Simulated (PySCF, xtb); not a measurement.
C4H4BN. Atoms are numbered in the order given.

```xyz
10

C      0.0000    -2.3866    -0.9849
C      0.0000    -1.3335    -0.3664
B      0.0000     0.0000     0.3991
N      0.0000     0.0000     1.7995
C      0.0000     1.3335    -0.3664
C      0.0000     2.3866    -0.9849
H      0.0000    -3.3111    -1.5340
H      0.0000    -0.8533     2.3454
H      0.0000     0.8533     2.3454
H      0.0000     3.3111    -1.5340
```
Charge 0, spin multiplicity 1.

Geometry: r2SCAN-D4/def2-SVP. The structure was generated by enumeration, and PubChem lists no compound with its InChIKey, so it may never have been made. Other conformers were not sampled.

These are IEF-PCM-B3LYP/def2-SVP in PySCF values and carry that method's errors.

The values are the electrostatic part of the solvation free energy, E(continuum) − E(gas) at the gas-phase geometry, in a cavity of scaled van der Waals radii (PySCF's table); cavitation and dispersion terms are not included. In vacuum the orbital gap is 6.13 eV. The dipole moment in vacuum is 1.70 D.

Computed values in water (ε = 78.36), n-hexane (ε = 1.88), benzene (ε = 2.27):
```tsv
solvent	ε	ΔG(elec) (kcal/mol)	dipole (D)	gap (eV)
water	78.36	-7.2	2.18	6.10
n-hexane	1.88	-2.5	1.87	6.15
benzene	2.27	-3.1	1.91	6.14
```

For comparison, GFN2-xTB/ALPB(water) (xtb, at the GFN2-xTB geometry, all terms of that model) gives -4.3 kcal/mol.
